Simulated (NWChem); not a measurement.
System: BSiH₄OCl; SMILES OB([SiH3])Cl

The following NWChem deck was run.

```
start job
memory heap 200 mb stack 900 mb global 1100 mb
geometry units angstroms
  B     -0.013477     0.402624    -0.061578
  Cl    -1.239634    -0.650581    -0.777444
  O     -0.096712     1.704680    -0.295340
  H     -0.811110     2.045933    -0.841692
  Si     1.452992    -0.320842     1.055921
  H      2.300645     0.731462     1.623126
  H      2.344429    -1.213300     0.302954
  H      0.961707    -1.118226     2.187277
end
basis spherical
  * library def2-svp
end
dft
  xc pbe0
  iterations 150
end
driver
  maxiter 120
end
task dft optimize
task dft freq
```

The level has its own optimisation; frequencies are unscaled.

Q: Give the results of this calculation. (PBE0/def2-SVP.) Quantities: r B–Cl (Å); r B–O (Å); r B–Si (Å); r H–O (Å); highest harmonic frequency (cm⁻¹); lowest (cm⁻¹); zero-point energy (kcal/mol); dipole (D).

A: 
* **r B–Cl (Å)**: 1.782
* **r B–O (Å)**: 1.341
* **r B–Si (Å)**: 2.027
* **r H–O (Å)**: 0.967
* **highest harmonic frequency (cm⁻¹)**: 3838
* **lowest (cm⁻¹)**: 65
* **zero-point energy (kcal/mol)**: 28.3
* **dipole (D)**: 1.65
